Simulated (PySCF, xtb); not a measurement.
B(F)(SeH)2 (BFH₂Se₂), SMILES FB([SeH])[SeH]. The values are those of a single conformer.

Harmonic wavenumbers (cm⁻¹) from GFN2-xTB (xtb) at its own minimum, in rising order: 131, 249, 276, 295, 345, 377, 622, 687, 762, 1194, 2041, 2089.

Q: What does PBE-D3(BJ)/def2-SVP (PySCF) give at its own minimum? (An estimate is asked for; the answer gives what the named calculation found.)

A: 139, 226, 265, 321, 372, 448, 648, 711, 890, 1265, 2357, 2366. Paired by order, the mean absolute difference is 84 cm⁻¹ and the zero-point energies are 13.0 and 14.3 kcal/mol.
